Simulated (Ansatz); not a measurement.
Reaction (homolysis of the Br–In bond): `[SiH3][O][InH][Br]` → Br• + `[SiH3][O][InH]`•

Isolated molecules relaxed with PBE0-D4/def2-TZVP in Ansatz; ΔE leaves out vibrations. CCSD(T)/CBS adds triple-zeta CCSD(T) − MP2 to the extrapolated MP2 energy (def2 sets, frozen cores). DFT in def2-TZVPP. B3LYP here is the variant with VWN-RPA as its local correlation; programs differ in this. No spin–orbit coupling; open shells (•) take unrestricted orbitals. Spin–orbit coupling would lower the free atoms: clearly for Br. def2 core potentials past Kr. For Br, In outer-core shells are correlated without core-valence functions, so the limit isn't a true one: a few kJ/mol of doubt a bond, and 10 to 20 or more in all where bonds break to atoms. Scalar relativity is left out up to krypton. One conformer a species, not always the lowest.

CCSD(T)/CBS gives +89.5 kcal/mol.

Problem. Another level gave +77.4 kcal/mol. Which?
A. HF/def2-TZVPP
B. BLYP-D4/def2-TZVPP
C. MP2/def2-TZVPP
D. B3LYP-D4/def2-TZVPP

Solution. B. BLYP-D4 77.4, HF/def2-TZVPP 62.9, MP2/def2-TZVPP 88.7, B3LYP-D4 79.9 kcal/mol.

Largest T1 diagnostic among the species: 0.019.

The D4 term adds +2.1 kcal/mol with B3LYP and +1.2 kcal/mol with PBE0; it sums over pairs of atoms, weighted by their polarisabilities, and B3LYP, whose exchange is more repulsive, gets the larger term. From BLYP to BHLYP (50 % exact exchange), in def2-TZVPP and without D4, ΔE moves by +3.7 kcal/mol.

CCSD(T)/CBS has its own doubt, a few kJ/mol and more with outer-core shells, so smaller differences from it don't rank the levels.
